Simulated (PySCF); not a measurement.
# Excitation energy of Sr by level of theory

Sr [Kr] 5s2 (1S) → Sr [Kr] 5p2 (3P), as a difference of total energies. Calculation: PySCF 2.14, in aug-cc-pVDZ-X2C (7s6p4d, 45 functions); scalar relativity by spin-free X2C-1e. Correlated levels: valence: [Kr] frozen. The calculations carry no spin-orbit coupling.

Problem. Order these methods by the excitation energy they give, lowest first.
A. CCSD (valence)
B. MP2 (valence)
C. SCS-MP2 (valence)
D. UHF

Solution. D (31408 cm⁻¹), A (33490 cm⁻¹), B (34165 cm⁻¹), C (35384 cm⁻¹).

Errors of the correlated levels include the incompleteness of this basis and the frozen core.

With two correlated electrons CCSD is exact in that space.

The coupled-cluster amplitudes are large for the upper state (T1 above 0.03 or a double amplitude above 0.15), so a single reference is strained.

For comparison: 35530 cm⁻¹ (measured; NIST levels, between the centres of gravity of the two terms).
